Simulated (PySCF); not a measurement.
A survey of 29Si NMR shifts

- σ from GIAO-PBE0/pcSseg-1
- GFN2-xTB structure
- run in PySCF 2.14.0 with density-fitted response routines
- no relativistic terms, equivalent nuclei averaged, isolated molecule, one conformer

Shieldings were converted by a linear fit to measured shifts: 29Si (scatter 8.9 ppm rms, 25.8 ppm with the 6 outliers that the fit left out vs TMS, solution or neat liquid). A few per cent of atoms miss by over 2 rms, more outside the fitted compound classes.

Q: Give the 29Si shifts of `CS[Si@@H]1NCC[Si@@H]1C`, `C=C[Si@@H](CC)S[SiH2]N`, `C=C(F)[Si@H](C)[SiH3]`, `CO[C@@H]([SiH3])[SiH2]P`, `FC/C([SiH3])=C\[SiH3]`, `F[C@@H]1C[SiH2]C[SiH2]1`, `C=C[P@]1(=O)C=C[C@H]([SiH3])C=C1`.

A: 
```json
{"compound": "[CH3:1][S:2][Si@@H:3]1[NH:4][CH2:5][CH2:6][Si@@H:7]1[CH3:8]", "environment": "Si3: silicon bonded to N, S, Si, H, in a 5-membered ring", "δ (ppm)": "-15.2"}
{"compound": "[CH3:1][S:2][Si@@H:3]1[NH:4][CH2:5][CH2:6][Si@@H:7]1[CH3:8]", "environment": "Si7: silicon bonded to 2 C, Si, H, in a 5-membered ring", "δ (ppm)": "-41.6"}
{"compound": "[CH2:1]=[CH:2][Si@@H:3]([CH2:4][CH3:5])[S:6][SiH2:7][NH2:8]", "environment": "Si3: silicon bonded to 2 C, S, H", "δ (ppm)": "-13.9"}
{"compound": "[CH2:1]=[CH:2][Si@@H:3]([CH2:4][CH3:5])[S:6][SiH2:7][NH2:8]", "environment": "Si7: silicon bonded to N, S, 2 H", "δ (ppm)": "-25.6"}
{"compound": "[CH2:1]=[C:2]([F:3])[Si@H:4]([CH3:5])[SiH3:6]", "environment": "Si4: silicon bonded to 2 C, Si, H", "δ (ppm)": "-53.4"}
{"compound": "[CH2:1]=[C:2]([F:3])[Si@H:4]([CH3:5])[SiH3:6]", "environment": "Si6: silicon bonded to Si, 3 H", "δ (ppm)": "-103.9"}
{"compound": "[CH3:1][O:2][C@@H:3]([SiH3:4])[SiH2:5][PH2:6]", "environment": "Si5: silicon bonded to C, P, 2 H", "δ (ppm)": "-32.2"}
{"compound": "[CH3:1][O:2][C@@H:3]([SiH3:4])[SiH2:5][PH2:6]", "environment": "Si4: silicon bonded to C, 3 H", "δ (ppm)": "-73.8"}
{"compound": "[F:1][CH2:2]/[C:3]([SiH3:4])=[CH:5]\\[SiH3:6]", "environment": "Si4: silicon bonded to C, 3 H", "δ (ppm)": "-65.0"}
{"compound": "[F:1][CH2:2]/[C:3]([SiH3:4])=[CH:5]\\[SiH3:6]", "environment": "Si6: silicon bonded to C, 3 H", "δ (ppm)": "-83.6"}
{"compound": "[F:1][C@@H:2]1[CH2:3][SiH2:4][CH2:5][SiH2:6]1", "environment": "Si6: silicon bonded to 2 C, 2 H, in a 5-membered ring", "δ (ppm)": "-27.9"}
{"compound": "[F:1][C@@H:2]1[CH2:3][SiH2:4][CH2:5][SiH2:6]1", "environment": "Si4: silicon bonded to 2 C, 2 H, in a 5-membered ring", "δ (ppm)": "-29.3"}
{"compound": "C=C[P@]1(=O)C=C[C@H]([SiH3])C=C1", "environment": "silicon bonded to C, 3 H", "δ (ppm)": "-58.4"}
```
